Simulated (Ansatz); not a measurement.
`N[SiH2][InH2]`, 9 atoms. The species carries charge 0 and has multiplicity 1. Correlated methods include outer-core shells of In, which these sets cover unevenly. In: def2 effective core potential. All runs use 4 threads of a server CPU on a shared host. Correlated methods freeze the cores.

Task: Give the basis size and wall time and peak host memory of each of these runs in Ansatz. RKS ωB97M-V/def2-QZVPP energy; RKS BHLYP-D4/def2-TZVPP energy; RKS PBE0-D4/def2-TZVP relaxation (25 steps); RKS PBE-QIDH (frozen core)/def2-TZVPP energy; RKS ωB97M-V/def2-SVP energy; RKS PBE0-D4/def2-SVP energy; RHF-MP2/def2-QZVPP energy; RKS PBE0-D4/def2-QZVPP energy; RKS revPBE-D4/def2-TZVPP energy; direct RPA on PBE orbitals/def2-TZVPP energy; RHF-CCSD(T)/def2-SVP energy; RKS PBE0-D4/def2-TZVP frequencies. (An estimate is asked.)

Result: The calculation gave: Other jobs shared the machine, so times are rough.

| level | job | functions | wall time | peak host memory (GiB) |
| --- | --- | --- | --- | --- |
| RKS PBE0-D4/def2-SVP | energy | 88 | 1 s | 0.17 |
| RKS revPBE-D4/def2-TZVPP | energy | 207 | 1.6 s | 0.24 |
| RKS BHLYP-D4/def2-TZVPP | energy | 207 | 2.2 s | 0.46 |
| RHF-CCSD(T)/def2-SVP | energy | 88 | 2.4 s | 0.32 |
| RKS PBE-QIDH (frozen core)/def2-TZVPP | energy | 207 | 3.8 s | 0.48 |
| direct RPA on PBE orbitals/def2-TZVPP | energy | 207 | 4.3 s | 0.46 |
| RKS ωB97M-V/def2-SVP | energy | 88 | 4.6 s | 0.27 |
| RKS PBE0-D4/def2-QZVPP | energy | 389 | 6 s | 1.1 |
| RHF-MP2/def2-QZVPP | energy | 389 | 12 s | 1.7 |
| RKS ωB97M-V/def2-QZVPP | energy | 389 | 15 s | 1.3 |
| RKS PBE0-D4/def2-TZVP | relaxation (25 steps) | 154 | 51 s | 0.36 |
| RKS PBE0-D4/def2-TZVP | frequencies | 154 | 83 s | 0.38 |
